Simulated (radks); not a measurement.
All-electron atom: Tc in [Kr] 4d5 5s2 (the NIST ground configuration).

All-electron calculation, non-relativistic Kohn-Sham, SOGGA, spin-unpolarised, spherical densities, point nucleus; relativity is left out, which matters for an element this heavy. Program: a radial shooting solver on a logarithmic mesh with Libxc functionals.

Energy parts (eV):
total: -114391.102
kinetic: 114338.285
electron-nucleus: -272311.655
Hartree: 46936.366
exchange-correlation: -3354.098

Orbitals (lengths in bohr, moments of r in powers of bohr):
| orbital | occ. | eigenvalue (eV) | <1/r> | <r> |
|---|---|---|---|---|
| 1s | 2 | -20307.04 | 42.47 | 0.03546 |
| 2s | 2 | -2846.688 | 9.590 | 0.1548 |
| 2p | 6 | -2628.780 | 9.587 | 0.1325 |
| 3s | 2 | -493.9379 | 3.343 | 0.4277 |
| 3p | 6 | -409.2871 | 3.254 | 0.4218 |
| 3d | 10 | -253.7164 | 3.082 | 0.3985 |
| 4s | 2 | -69.2726 | 1.251 | 1.086 |
| 4p | 6 | -44.5364 | 1.136 | 1.184 |
| 4d | 5 | -7.1252 | 0.7997 | 1.696 |
| 5s | 2 | -4.7237 | 0.3764 | 3.394 |

The highest occupied level is 5s at -4.724 eV. For comparison, the ionisation energy in NIST's Atomic Spectra Database is 7.119 eV (measured). In exact Kohn-Sham theory the highest level is minus the ionisation energy, but local and semilocal functionals leave it too shallow, through self-interaction and a potential that decays too fast; potentials with the right tail come closer. The density falls to 0.001 e/bohr^3 at r = 4.79 bohr. Summed over all electrons, <r^2> = 60.20 bohr^2, which gives a Langevin (diamagnetic) susceptibility term of -47.7 x 10^-6 cm^3/mol. The electron density at the nucleus is 5.547e+04 e/bohr^3.

Beside tabulated values, note that spin-unpolarised runs miss the spin-polarisation part of the exchange energy of open shells.
